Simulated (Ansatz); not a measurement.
Geometry optimisation, RKS LDA/def2-SVP (Ansatz 0.2.0).

The input (input.yaml):

```yaml
crystal:
  periodic: [false, false, false]
  atoms:
    - { symbol: Zn, position_ang: [0.2274, -0.2688, -1.3896] }
    - { symbol: O, position_ang: [-1.2149, -1.3449, -0.1251] }
    - { symbol: O, position_ang: [-0.734, 1.0051, -2.1656] }
    - { symbol: H, position_ang: [-0.4848, -0.6236, 0.6208] }
    - { symbol: Si, position_ang: [1.1032, 0.2325, 1.138] }
    - { symbol: H, position_ang: [-2.136, -1.4067, 0.1362] }
    - { symbol: H, position_ang: [-0.8707, 1.2044, -3.088] }
    - { symbol: H, position_ang: [1.8244, -0.8724, 1.7756] }
    - { symbol: H, position_ang: [0.1986, 0.7763, 2.1701] }
    - { symbol: H, position_ang: [2.0867, 1.2981, 0.9276] }
basis:
  gaussian: { orbitals: def2-SVP }
hamiltonian:
  xc: lda
relax:
  f_tol: 0.15
  max_steps: 25
  restrain:
    - { distance: [0, 4], at: 3.63, k: 30.0 }
    - { distance: [3, 1], at: 2.27, k: 30.0 }
    - { distance: [0, 1], at: 1.88, k: 30.0 }
    - { distance: [3, 4], at: 1.42, k: 30.0 }
output:
  orbitals: {}
```

Launched with:

```bash
$ ansatz run input.yaml --threads 2 --pin off --max-ram 3072MiB --backend cpu --events-out ev --progress --plain --runs-dir out
```

Where does it end, and by what steps?

The run converged. The restraints hold the end off the free minimum. After 9 steps the energy has fallen by 1.355 eV (the restraints' own energy left out); Zn1 moved furthest, 1.20 Å. Parted: Zn1–Si5. Joined: H4–Si5.

```json
{"step": "0", "energy less start (eV)": "0.0000", "largest force component (eV/Å)": "3.447", "accepted": "yes"}
{"step": "1", "energy less start (eV)": "0.9434", "largest force component (eV/Å)": "2.354", "accepted": "yes"}
{"step": "2", "energy less start (eV)": "1.3905", "largest force component (eV/Å)": "2.541", "accepted": "yes"}
{"step": "3", "energy less start (eV)": "1.0380", "largest force component (eV/Å)": "2.881", "accepted": "yes"}
{"step": "4", "energy less start (eV)": "0.0973", "largest force component (eV/Å)": "2.516", "accepted": "yes"}
{"step": "5", "energy less start (eV)": "-0.4421", "largest force component (eV/Å)": "2.185", "accepted": "yes"}
{"step": "6", "energy less start (eV)": "-0.9075", "largest force component (eV/Å)": "1.980", "accepted": "yes"}
{"step": "7", "energy less start (eV)": "-1.1861", "largest force component (eV/Å)": "1.032", "accepted": "yes"}
{"step": "8", "energy less start (eV)": "-1.3287", "largest force component (eV/Å)": "1.101", "accepted": "yes"}
{"step": "9", "energy less start (eV)": "-1.3552", "largest force component (eV/Å)": "1.206", "accepted": "yes"}
```

```xyz
10
Properties=species:S:1:pos:R:3
Zn -0.968 -0.257 -1.435
O -1.299 -1.768 -0.460
O -0.525 1.234 -2.215
H 0.098 -0.363 0.653
Si 1.110 0.272 1.490
H -2.245 -1.781 -0.215
H -0.544 1.207 -3.189
H 1.992 -0.798 2.073
H 0.432 1.021 2.606
H 1.948 1.232 0.691
```

Run time: 5.5 s on 2 threads of AMD EPYC 9R45 96-Core Processor (Zen 5), with other jobs on the host, peak memory 0.17 GiB.
